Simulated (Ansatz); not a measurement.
Molecule: sum formula SiNH₅, net charge 0, singlet state. 
Structure (B3LYP-D3(BJ)/def2-TZVP (Ansatz, a quantum-chemistry and plane-wave program) minimum search):
```xyz
7

Si    -0.5698    -0.0218     0.0815
N      1.1270     0.0592    -0.2111
H     -1.1332     1.3310    -0.1334
H     -1.1511    -0.9874    -0.8795
H     -0.9726    -0.4582     1.4471
H      1.6789     0.7924     0.2058
H      1.6667    -0.7871    -0.3025
```

Wanted: vertical ionisation energy (to the doublet state of charge +1; each state is the SCF solution reached for its spin), in eV. Valence correlation only, unless marked. Open shells are spin-unrestricted. Spin-orbit coupling is left out. No relativistic terms. CBS marks a two-point X^-3 extrapolation of the correlation energy; Hartree-Fock from the larger set.

CCSD(T)/CBS(aug-cc-pV(T+d)Z,aug-cc-pV(Q+d)Z) (Ansatz) gives 10.13 eV.

Problem. Another calculation gave 9.79 eV. Which level was it?
A) PBE0/def2-TZVPD (Ansatz)
B) r2SCAN/def2-TZVPD (Ansatz)
C) wB97X-V/def2-TZVPD (Ansatz)

Solution. A, PBE0/def2-TZVPD (Ansatz). The others give 9.67 (r2SCAN), 10.00 (wB97X-V) eV.
